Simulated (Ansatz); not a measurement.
Consider the substitution at a C–Ge bond: `OC[CH2][GeH3]` + `[AsH3]` → `OCC[AsH2]` + GeH₄.

Isolated molecules relaxed with PBE0-D4/def2-TZVP in Ansatz; ΔE leaves out vibrations. CCSD(T)/CBS adds triple-zeta CCSD(T) − MP2 to the extrapolated MP2 energy (def2 sets, frozen cores). Functionals use def2-TZVPP. B3LYP here is the variant with VWN-RPA as its local correlation; programs differ in this. For As, Ge outer-core shells are correlated without core-valence functions, which leaves a few kJ/mol of doubt a bond. Scalar relativity is left out up to krypton. Each species was taken in one conformer, which may not be the lowest.

| level | ΔE (kcal/mol) |
| --- | --- |
| B3LYP-D4 | 3.2 |
| ωB97X-V | 3.4 |
| MP2/def2-QZVPP | 3.6 |
| HF/CBS(def2) | 3.6 |

Q: What does CCSD(T)/CBS give? (Estimate.)

A: The calculation gave: +4.1 kcal/mol. The listed levels differ from it by -0.9, -0.7, -0.5, -0.5 kcal/mol.

Largest T1 diagnostic among the species: 0.012.
